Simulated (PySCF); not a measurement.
C₂H₈O₂Si, SMILES [Si@@H](C)(O)CO. The structure is a stationary point at PBE-D3(BJ)/def2-SVP. The structure was generated by enumeration; whether it is a known compound was not checked. The values are those of a single conformer.

Computed equilibrium geometry at PBE-D3(BJ)/def2-SVP (PySCF confirms it by a frequency run) as a Z-matrix (one conformer of several):
```
Si
O 1 1.7036
H 2 0.9715 1 116.05
H 1 1.5097 2 108.86 3 -32.97
C 1 1.8806 4 110.24 2 -123.91
H 5 1.1090 1 110.77 4 177.61
H 5 1.1091 6 108.10 1 123.03
H 5 1.1103 6 108.05 7 116.10
C 1 1.8990 4 111.88 2 108.37
H 9 1.1119 1 111.37 4 48.08
H 9 1.1221 10 105.75 1 -119.34
O 9 1.4240 10 108.29 11 -121.08
H 12 0.9799 9 104.98 10 -162.93
```
Charge 0, spin multiplicity 1.
